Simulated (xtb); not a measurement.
Job for xtb: GFN-FF on C2H3N (SMILES CC#N).

```
$ xtb mol.xyz --gfnff --sp --chrg 0 --uhf 0
6

C     -0.48848221     0.00373235    -0.00807351
C      0.96565338    -0.00742560     0.01594137
N      2.11481062    -0.01624788     0.03495553
H     -0.85867537    -0.75983935    -0.69255699
H     -0.88211702    -0.19754786     0.98849045
H     -0.85118940     0.97722834    -0.33875684
```

The log:

```
[...]
           -------------------------------------------------
          |                Calculation Setup                |
           -------------------------------------------------



          ==================== Thresholds ====================
          CN  :   150.00000
          rep :   500.00000
          disp:  2500.00000
          HB1 :   250.00000
          HB2 :   450.00000

          Pauling EN used:
          Z : 1  EN :  2.20
          Z : 6  EN :  2.55
          Z : 7  EN :  3.04
          electric field strengths (au): 0.000

           -------------------------------------------------
          |           Force Field Initialization            |
           -------------------------------------------------

          distances ...
          ----------------------------------------
          generating topology and atomic info file ...
          pair mat ...
          computing topology distances matrix with Floyd-Warshall algo ...
          making topology EEQ charges ...
          #fragments for EEQ constrain: 1
          ----------------------------------------
          generating topology and atomic info file ...
          pair mat ...
          computing topology distances matrix with Floyd-Warshall algo ...
          making topology EEQ charges ...
          #fragments for EEQ constrain: 1
          rings ...
          # BATM   6
          # H in HB   3
          doing iterative Hueckel for 1 subsystem(s) ...

  atom   neighbors  erfCN metchar sp-hybrid imet pi  qest     coordinates
    1  C       4    3.49   0.00         3    0    0  -0.055   -0.923098    0.007053   -0.015257
    2  C       2    1.92   0.00         1    0    1   0.086    1.824820   -0.014032    0.030125
    3  N       1    0.98   0.00         1    0    1  -0.262    3.996413   -0.030704    0.066056
    4  H       1    0.97   0.00         0    0    0   0.077   -1.622661   -1.435888   -1.308743
    5  H       1    0.97   0.00         0    0    0   0.077   -1.666960   -0.373311    1.867976
    6  H       1    0.97   0.00         0    0    0   0.077   -1.608515    1.846694   -0.640158

          #atoms :   6
          #bonds :   5
          #angl  :   7
          #tors  :   0
          #nmol  :   1
          #optfrag :   1
           -------------------------------------------------
          |                   G F N - F F                   |
          |          A general generic force-field          |
          |                  Version 1.0.3                  |
           -------------------------------------------------
          Number of HB bonds (bound hydrogen)     18
          Number of HB bonds (unbound hydrogen)   0
          Number of XB bonds                      0

 E+G (total)                   0 d,  0 h,  0 min,  0.000 sec
 distance/D3 list               ...        0 min,  0.000 sec (  0.795%)
 non bonded repulsion           ...        0 min,  0.000 sec ( 22.771%)
 dCN                            ...        0 min,  0.000 sec (  2.992%)
 EEQ energy and q               ...        0 min,  0.000 sec ( 18.064%)
 D3                             ...        0 min,  0.000 sec ( 12.230%)
 EEQ gradient                   ...        0 min,  0.000 sec (  3.895%)
 bonds                          ...        0 min,  0.000 sec (  7.449%)
 bend and torsion               ...        0 min,  0.000 sec (  5.851%)
 bonded ATM                     ...        0 min,  0.000 sec (  4.250%)
 HB/XB (incl list setup)        ...        0 min,  0.000 sec ( 14.576%)

         :::::::::::::::::::::::::::::::::::::::::::::::::::::
         ::                     SUMMARY                     ::
         :::::::::::::::::::::::::::::::::::::::::::::::::::::
Note: The following floating-point exceptions are signalling: IEEE_UNDERFLOW_FLAG IEEE_DENORMAL
normal termination of xtb
         :: total energy              -1.152325663822 Eh    ::
         :: gradient norm              0.058562333063 Eh/a0 ::
         ::.................................................::
         :: bond energy               -1.184309110375 Eh    ::
         :: angle energy               0.000016104847 Eh    ::
         :: torsion energy             0.000000000000 Eh    ::
         :: repulsion energy           0.061123858683 Eh    ::
         :: electrostat energy        -0.027729705522 Eh    ::
         :: dispersion energy         -0.001503266567 Eh    ::
         :: HB energy                  0.000000000000 Eh    ::
         :: XB energy                  0.000000000000 Eh    ::
         :: bonded atm energy          0.000076455113 Eh    ::
         :: external energy            0.000000000000 Eh    ::
         :: add. restraining           0.000000000000 Eh    ::
         :: total charge               0.000000000000 e     ::
         :::::::::::::::::::::::::::::::::::::::::::::::::::::

           -------------------------------------------------
          |                Property Printout                |
           -------------------------------------------------

molecular dipole:
                 x           y           z       tot (Debye)
 q only:       -1.388       0.011      -0.023       3.529

           -------------------------------------------------
          | TOTAL ENERGY               -1.152325663822 Eh   |
          | GRADIENT NORM               0.058562333063 Eh/α |
           -------------------------------------------------
########################################################################
[WARNING] Runtime exception occurred
-1- gfnff_setup: Could not read topology file.
########################################################################

------------------------------------------------------------------------
------------------------------------------------------------------------
 total:
 SCF:
```

The run finished.

Cost: about 0.020 core-seconds (a rough figure).
